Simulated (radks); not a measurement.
Problem. W II, configuration [Xe] 4f14 5d3 6s1 7s1 (not the ground configuration). Calculated with a radial shooting solver on a logarithmic mesh with Libxc functionals: scalar-relativistic Kohn-Sham, PBEsol, spin-unpolarised, spherical densities, point nucleus. Some entries of the table are withheld. Estimate them.

orbital,occ.,eigenvalue (hartree),<1/r> (bohr^-1),r(max) (bohr)
1s,2,-2553.605,87.09,0.01146
2s,2,(1),20.36,0.06568
2p,6,-385.9314,18.45,0.05389
3s,2,-102.0131,7.538,0.1853
3p,6,(2),6.959,0.1834
3d,10,-66.83016,6.576,0.1494
4s,2,-21.45649,3.204,0.4206
4p,6,-16.08926,2.911,0.4412
4d,10,-9.28992,2.589,0.4522
5s,2,-3.43688,1.256,0.9616
5p,6,-2.11117,1.059,1.089
4f,14,-1.75459,2.085,0.4284
5d,3,-0.63817,0.7076,1.452
6s,1,-0.58971,0.4610,2.445
7s,1,-0.19064,0.1940,6.129

Solution. 
(1) 2s eigenvalue (hartree): -441.1990
(2) 3p eigenvalue (hartree): -85.64985
